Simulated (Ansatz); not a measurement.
```yaml
crystal:
  periodic: [false, false, false]
  atoms:
    - {symbol: N, position_ang: [-0.804973, 1.102740, 0.596279]}
    - {symbol: C, position_ang: [-0.264887, 0.238504, -0.376355]}
    - {symbol: F, position_ang: [-0.715662, 0.547878, -1.659142]}
    - {symbol: N, position_ang: [-0.336567, -1.169044, -0.116408]}
    - {symbol: Si, position_ang: [1.314900, -0.674936, -0.089412]}
    - {symbol: H, position_ang: [-1.820301, 1.056063, 0.592928]}
    - {symbol: H, position_ang: [-0.534096, 2.061160, 0.421682]}
    - {symbol: H, position_ang: [-0.958453, -1.510457, 0.601061]}
    - {symbol: H, position_ang: [2.174769, -1.217571, -1.162081]}
    - {symbol: H, position_ang: [2.028371, -0.485538, 1.194448]}
basis:
  gaussian: {orbitals: def2-TZVPD}
magnetization: {spin_polarized: true, initial_magnetization: 2}
hamiltonian: {xc: {name: BLYP}, pseudopotentials: {relativity: scalar}}
outputs: {forces: true}
output: {forces: true}
```

```sh
$ ansatz run in.yaml --threads 4 --pin off --events-out ev --progress --plain --max-ram 10444MiB
```

**Question.** How does Ansatz answer? (An estimate is asked.)

**Answer.** The calculation gave: The input was rejected before any iteration.
```
Error: YAML parse error: error: line 18 column 1: unknown field `outputs`, expected one of crystal, accuracy, basis, kpoints, hamiltonian, magnetization, projection, total_charge, correlation, batch, efield, external_charges, scf, relax, neb, saddle, md, ramp, phonons, dielectric, real_time, elastic, magnetic_configurations, gw, evaluate, workflow, output, checkpoint, execution
16 | magnetization: {spin_polarized: true, initial_magnetization: 2}
17 | hamiltonian: {xc: {name: BLYP}, pseudopotentials: {relativity: sc…
18 | outputs: {forces: true}
19 | output: {forces: true}
```
